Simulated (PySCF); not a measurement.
4-chloro-N-methylaniline, C7H8ClN.
Numbering: `[CH3:1][NH:2][c:3]1[cH:4][cH:5][c:6]([Cl:7])[cH:8][cH:9]1` (hydrogens: H10, H11, H12 on C1; H13 on N2; H14 on C4; H15 on C5; H16 on C8; H17 on C9)

Cartesian coordinates in Å at the PBE0-D3(BJ)/def2-SVP level; atoms count from 1:
```xyz
17
C7H8ClN angstrom
C      2.6717    0.1116    0.0572
N      1.5572   -0.7836    0.1311
C      0.2571   -0.3644    0.2513
C     -0.0760    0.9857    0.4692
C     -1.4036    1.3800    0.6122
C     -2.4262    0.4402    0.5342
Cl    -4.0815    0.9362    0.7079
C     -2.1193   -0.9030    0.3111
C     -0.7972   -1.2972    0.1723
H      2.7562    0.7270    0.9695
H      2.6224    0.8025   -0.8074
H      3.5988   -0.4709   -0.0274
H      1.6948   -1.7281   -0.1961
H      0.7066    1.7429    0.5282
H     -1.6478    2.4301    0.7821
H     -2.9238   -1.6378    0.2469
H     -0.5671   -2.3527    0.0017
```

Computed with PySCF at CAM-B3LYP/def2-SVPD, non-relativistic, on one gas-phase PBE0-D3(BJ)/def2-SVP geometry that isn't relaxed in the solvent. The solvent is an IEF-PCM continuum (van der Waals radii × 1.2). Only the electrostatic response of the medium enters.

Gas phase at CAM-B3LYP/def2-SVPD: HOMO -6.94 eV, LUMO 0.63 eV, dipole 4.00 D.

What does the continuum do to the energy, the frontier levels and the dipole at CAM-B3LYP/def2-SVPD in benzene and tetrahydrofuran?

```tsv
solvent	ε	E(solvent) − E(gas) (kcal/mol)	polarisation term (kcal/mol)	distortion of the solute (kcal/mol)	HOMO (eV)	LUMO (eV)	dipole (D)
benzene	2.271	-2.48	-2.69	0.21	-6.89	0.66	4.63
tetrahydrofuran	7.426	-4.64	-5.36	0.72	-6.88	0.65	5.13
```

The polarisation term is half the interaction of the solute with the surface charges that it induces; the rest is the cost of distorting the solute's density. The sum is the electrostatic part of solvation alone. From benzene to tetrahydrofuran the lowering changes by a factor 1.87, Onsager's factor (ε − 1)/(2ε + 1) by 1.77 and ε itself by 3.3.

Which radius a makes the point-dipole formula ΔE = −[(ε − 1)/(2ε + 1)]·μ²/a³ give the value in tetrahydrofuran, with the gas-phase dipole?

μ = 1.575 au and |ΔE| = 0.00739 Eh give a = 2.72 Å; the farthest nucleus lies 4.20 Å from the centroid of the nuclei, so such a sphere wouldn't even hold the nuclei. The formula assumes a rigid point dipole at the centre of a sphere.

Give the dipole vector in the frame of the coordinates (D, pointing from negative to positive charge), gas and tetrahydrofuran.

Gas (3.75, -1.19, -0.74), solvent (4.79, -1.57, -0.96). Its length changes by +28 % and its direction by less than 1°.

How does the static polarisability (CAM-B3LYP/def2-SVPD, frozen core, with the continuum's full static response) change?

```
         medium  isotropic (au)  principal values (au)  ⟨r²⟩ of the electrons (bohr²)
            gas           108.1     65.1, 102.9, 156.2                         1795.2
        benzene           125.5     74.3, 121.1, 181.0                         1794.6
tetrahydrofuran           142.7     85.8, 140.0, 202.3                         1793.9
```

The isotropic value in tetrahydrofuran is 1.32 times the gas-phase one; no cavity-field correction is applied. ⟨r²⟩ is taken about the centre of nuclear charge.
